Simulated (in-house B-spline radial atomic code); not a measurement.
Configurations of Tc V (Tc4+), with energies counted from [Kr] (4d3/2)3. Level of theory: Dirac-Hartree-Fock, average of each configuration as written, Fermi nucleus of rms radius 4.41117 fm; calculated with an all-electron radial atomic-structure program (B-spline basis). Energies include first-order Breit, QED and recoil terms.

Occupations are held fixed; configurations that lie above the ionisation limit could autoionise.

```tsv
configuration	E - E(ref) (eV)	highest orbital	its <r> (bohr)
[Kr] (4d3/2)2 (4f7/2)1	32.819	4f7/2	3.045
[Kr] (4d3/2)2 7s1	41.305	7s1/2	7.146
[Ar] 3d10 4s2 (4p1/2)2 (4p3/2)3 (4d5/2)4	45.312	4d5/2	1.435
[Ar] 3d10 4s2 (4p1/2)2 (4p3/2)3 (4d3/2)2 (4d5/2)1 (6f7/2)1	88.498	6f7/2	8.551
[Ar] 3d10 4s2 (4p1/2)1 (4p3/2)4 (4d3/2)1 (4d5/2)2 (7f7/2)1	95.132	7f7/2	12.19
[Ar] (3d3/2)3 (3d5/2)6 4s2 4p6 (4d5/2)3 6s1	297.56	6s1/2	4.454
```

Q: Order these further configurations by energy, lowest first.
A. [Ar] 3d10 4s2 (4p1/2)2 (4p3/2)3 (4d5/2)3 (5d3/2)1
B. [Ar] 3d10 4s2 (4p1/2)2 (4p3/2)3 (4d5/2)3 5s1
C. [Ar] (3d3/2)3 (3d5/2)6 4s2 4p6 (4d5/2)3 (5g7/2)1
D. [Kr] (4d5/2)2 (5p3/2)1
E. [Ar] (3d3/2)4 (3d5/2)5 4s2 4p6 (4d3/2)3 (7p1/2)1

A: D (20.936 eV), B (57.488 eV), A (75.73 eV), E (302.61 eV), C (307.21 eV).

Q: How far above the reference does [Kr] (4d5/2)2 (7p1/2)1 lie?

A: 43.599 eV; its least bound orbital is 7p1/2 with <r> = 7.777 bohr.

Q: How far above the reference does [Kr] (4d5/2)3 lie?

A: 1.214 eV; its least bound orbital is 4d5/2 with <r> = 1.444 bohr.
